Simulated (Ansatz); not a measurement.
Two isomers of C2H6OSSi: A = `S[SiH]1CCO1`, B = `[SiH3]SC1CO1`.

Program: Ansatz. Geometries: PBE0-D4/def2-TZVP. ΔE: electronic, gas phase. CBS: MP2 limit from def2 TZ/QZ plus the TZ coupled-cluster correction, frozen cores. Functionals use def2-TZVPP. B3LYP here is the variant with VWN-RPA as its local correlation; programs differ in this. One conformer a species, not always the lowest.

Q: Which is lower in electronic energy at CCSD(T)/CBS, and by how much? (Best estimate.)

A: Computed: A, by 56.1 kcal/mol.

Q: Give E(B) − E(A) in kcal/mol with HF/def2-TZVPP, ωB97M-V, B3LYP, PBE-D4, PBE0-D4, CCSD/def2-TZVPP, B2PLYP. (Estimate.)

A: The calculation gave: HF/def2-TZVPP 56.0, ωB97M-V 55.9, B3LYP 53.4, PBE-D4 51.0, PBE0-D4 53.8, CCSD/def2-TZVPP 56.2, B2PLYP 54.8. None reverses the order clearly.

Largest T1 diagnostic: 0.012.

From PBE to PBE0 (25 % exact exchange), in def2-TZVPP and without D4, E(B) − E(A) moves by +2.9 kcal/mol.
